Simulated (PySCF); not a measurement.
Which basis set comes closest?

Molecule: `C1C[C@H]2CC[C@@H]1C2`, C7H12.

Geometry:
```json
{"atom": "C1", "x (Å)": "1.219", "y (Å)": "0.994", "z (Å)": "-0.134"}
{"atom": "C2", "x (Å)": "1.281", "y (Å)": "-0.329", "z (Å)": "-0.944"}
{"atom": "C3", "x (Å)": "0.126", "y (Å)": "-1.153", "z (Å)": "-0.356"}
{"atom": "C4", "x (Å)": "-1.200", "y (Å)": "-0.526", "z (Å)": "-0.814"}
{"atom": "C5", "x (Å)": "-1.263", "y (Å)": "0.797", "z (Å)": "-0.006"}
{"atom": "C6", "x (Å)": "0.035", "y (Å)": "0.765", "z (Å)": "0.817"}
{"atom": "C7", "x (Å)": "0.169", "y (Å)": "-0.733", "z (Å)": "1.119"}
{"atom": "H8", "x (Å)": "2.148", "y (Å)": "1.158", "z (Å)": "0.433"}
{"atom": "H9", "x (Å)": "1.069", "y (Å)": "1.881", "z (Å)": "-0.770"}
{"atom": "H10", "x (Å)": "1.165", "y (Å)": "-0.175", "z (Å)": "-2.028"}
{"atom": "H11", "x (Å)": "2.243", "y (Å)": "-0.843", "z (Å)": "-0.795"}
{"atom": "H12", "x (Å)": "0.201", "y (Å)": "-2.231", "z (Å)": "-0.557"}
{"atom": "H13", "x (Å)": "-2.048", "y (Å)": "-1.184", "z (Å)": "-0.568"}
{"atom": "H14", "x (Å)": "-1.224", "y (Å)": "-0.366", "z (Å)": "-1.903"}
{"atom": "H15", "x (Å)": "-2.143", "y (Å)": "0.820", "z (Å)": "0.655"}
{"atom": "H16", "x (Å)": "-1.320", "y (Å)": "1.690", "z (Å)": "-0.647"}
{"atom": "H17", "x (Å)": "0.026", "y (Å)": "1.439", "z (Å)": "1.686"}
{"atom": "H18", "x (Å)": "1.116", "y (Å)": "-0.994", "z (Å)": "1.619"}
{"atom": "H19", "x (Å)": "-0.667", "y (Å)": "-1.135", "z (Å)": "1.713"}
```

Geometry PBE0-D3(BJ)/def2-SVP throughout; GIAO in PySCF 2.14.0 with density-fitted response routines, gas phase, one conformer, non-relativistic; equivalent atoms averaged; functional PBE0.

Reference values (measured; solution, not stated in the table (CDCl3 in this author's series); The use of chemical shift calculations in the conformational analysis of substituted benzenes, New J. Chem. 2019 (ESI)): δ(H12/H17) = 2.19 ppm, δ(H18/H19) = 1.18 ppm. Computed shifts are taken against TMS, calculated as an isolated molecule at each level.

Question: How do the basis sets STO-3G, pcSseg-0, 6-31G, 6-31G*, cc-pVDZ, def2-SVP, pcSseg-1, 6-311+G(2d,p), aug-cc-pVDZ, def2-TZVP perform against the reference? Times are CPU seconds on shared hosts with different chips, so compare them loosely.

Answer: 
| basis set | functions | H12/H17 | H18/H19 | mean abs. error H | core-s |
| --- | --- | --- | --- | --- | --- |
| STO-3G | 47 | 1.11 | 1.10 | 0.58 | 4.6 |
| pcSseg-0 | 87 | 1.76 | 1.20 | 0.22 | 8.3 |
| 6-31G | 87 | 2.08 | 1.42 | 0.17 | 10 |
| 6-31G* | 122 | 2.12 | 1.29 | 0.09 | 15 |
| cc-pVDZ | 158 | 2.02 | 1.12 | 0.11 | 20 |
| def2-SVP | 158 | 1.90 | 0.99 | 0.24 | 18 |
| pcSseg-1 | 179 | 1.95 | 1.03 | 0.19 | 20 |
| 6-311+G(2d,p) | 261 | 2.06 | 1.23 | 0.09 | 41 |
| aug-cc-pVDZ | 269 | 2.11 | 1.28 | 0.09 | 49 |
| def2-TZVP | 289 | 2.10 | 1.22 | 0.06 | 54 |

For $^{1}$H the closest is def2-TZVP (0.06 ppm, with 6-31G*, 6-311+G(2d,p), aug-cc-pVDZ practically level) and the furthest STO-3G (0.58 ppm). Where a smaller basis beats a larger one, errors probably cancel. One molecule is a small sample, and vibrational and solvent effects are absent from the calculation.

A small basis that lands close on one nucleus may do so by chance; judge by the trend and by all nuclei.
